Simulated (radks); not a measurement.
Question: Species: Zn. Configuration: [Ar] 3d10 4s2. Method: scalar-relativistic Kohn-Sham, PBEsol, spin-polarised, spherical densities, point nucleus; computed with a radial shooting solver on a logarithmic mesh with Libxc functionals. Some entries of the table are withheld. Estimate them.

| orbital | occ. | eigenvalue (hartree) | <r^2> (bohr^2) | <1/r> (bohr^-1) |
|---|---|---|---|---|
| 1s | 2 | (1) | 0.003409 | 30.21 |
| 2s | 2 | -42.52918 | 0.06045 | 6.581 |
| 2p | 6 | -36.87666 | 0.04825 | (2) |
| 3s | 2 | -4.73784 | 0.5371 | (3) |
| 3p | 6 | -3.05960 | 0.6024 | (4) |
| 3d | 10 | -0.37370 | 1.133 | 1.510 |
| 4s | 2 | -0.22043 | 8.202 | (5) |
| 4p | 0 | -0.03952 | 22.87 | 0.3087 |

Answer: 
(1) 1s eigenvalue (hartree): -349.7522
(2) 2p <1/r> (bohr^-1): 6.459
(3) 3s <1/r> (bohr^-1): 2.089
(4) 3p <1/r> (bohr^-1): 1.934
(5) 4s <1/r> (bohr^-1): 0.4939
